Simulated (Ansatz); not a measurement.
Start from `F[Si](F)(F)S` and change one atom or group to get `F[SiH](F)S`.

Ansatz, PBE0-D4/def2-TZVP geometries, multiplicity 1. Each molecule was computed in one conformer, which needn't be the lowest.

| property | `F[Si](F)(F)S` |
| --- | --- |
| HOMO energy (PBE0/def2-TZVPP) / eV | -8.55 |
| LUMO energy (PBE0/def2-TZVPP) / eV | -0.14 |
| size of the dipole moment (B3LYP/def2-TZVPP) / D | 1.57 |
| size of the dipole moment (PBE/def2-TZVPP) / D | 1.49 |
| LUMO energy (PBE/def2-TZVPP) / eV | -1.09 |
| size of the dipole moment (ωB97M-V/def2-TZVPP) / D | 1.54 |

Q: Give the same properties after the change, and the shifts. (Best estimate.)

A: Ansatz gave: 
```json
{"property": "HOMO energy (PBE0/def2-TZVPP) / eV", "`F[SiH](F)S`": "-8.29", "shift": "0.26"}
{"property": "LUMO energy (PBE0/def2-TZVPP) / eV", "`F[SiH](F)S`": "-0.07", "shift": "0.07"}
{"property": "size of the dipole moment (B3LYP/def2-TZVPP) / D", "`F[SiH](F)S`": "0.79", "shift": "-0.78"}
{"property": "size of the dipole moment (PBE/def2-TZVPP) / D", "`F[SiH](F)S`": "0.72", "shift": "-0.77"}
{"property": "LUMO energy (PBE/def2-TZVPP) / eV", "`F[SiH](F)S`": "-1.03", "shift": "0.06"}
{"property": "size of the dipole moment (ωB97M-V/def2-TZVPP) / D", "`F[SiH](F)S`": "0.76", "shift": "-0.78"}
```

With PBE0 the HOMO rises by 0.26 eV and the LUMO rises by 0.07 eV, so the gap narrows by about 0.19 eV. PBE moves the HOMO by 0.23 eV and ωB97M-V by 0.27 eV. Dipoles are sizes alone; their direction can turn.

B3LYP here is the variant with VWN-RPA as its local correlation; programs differ in this.
